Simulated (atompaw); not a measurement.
## What one change does to a pseudopotential (rhodium, PAW (atompaw))

| Item | Value |
| --- | --- |
| Element | Rh |
| Generator | atompaw 4.2.0.5 |
| Type | PAW |
| Functional | PBE |
| Relativity | scalar-relativistic |
| Frozen core | [Ar] 3d10 |
| Valence charge | 17 |
| Reference configuration | 4s2 4p6 4d7 5s2 5p0 |
| Partial waves | 4s (bound): rc 1.60 bohr; 5s (bound): rc 2.20 bohr; 4p (bound): rc 1.80 bohr; 5p (bound, empty): rc 1.85 bohr; 4d (bound): rc 2.20 bohr; 4d channel at 0.05 Ry: rc 2.20 bohr |
| Local potential | troulliermartins scheme with l = 3 at 0 Ry, radius 2.00 bohr |
| Core correction | smooth core density matched at 2.05 bohr |
| Augmentation charge | besselshape compensation charge, radius 2.00 bohr; PAW radius 2.20 bohr; waves and projectors: custom rrkj vanderbiltortho |

Change: wave 4d (bound): rc 2.20 bohr becomes 4d (bound): rc 2.16 bohr.

Cutoffs: the cutoffs (Ry, on a coarse ladder) from which the occupation-weighted sum of valence levels, in a spherical-Bessel basis at the reference potential, stays within 10 and 1 mRy of its value at 400 Ry; they do not see the model core or the augmentation charge, which bear on the density cutoff.

What does the change do?

The potential gets harder (30 Ry and 50 Ry → 35 Ry and 50 Ry); both files keep a bound ghost (d).

| quantity | base | changed |
| --- | --- | --- |
| cutoff, loose | 30 Ry | 35 Ry |
| cutoff, tight | 50 Ry | 50 Ry |
| bound ghosts | d | d |
| s: phases at 2.21 bohr within 0.05 rad from the reference energy up to (Ry; the scan ends near 5) | 2.9 | 2.9 |
| p: phases at 2.21 bohr within 0.05 rad from the reference energy up to (Ry; the scan ends near 5) | to the end of the scan | to the end of the scan |
| d: phases at 2.21 bohr within 0.05 rad from the reference energy up to (Ry; the scan ends near 5) | 2.4 | 2.6 |
| lowest overlap eigenvalue by channel | s 0.36, p 0.05, d 0.80 | s 0.36, p 0.05, d 0.87 |

 A true bound ghost makes a file unfit for plane-wave use even where its test errors are small: the radial tests pick states by their node count and pass the ghost by. The cutoffs see the waves, projectors and local potential, not the compensation charge or the core.
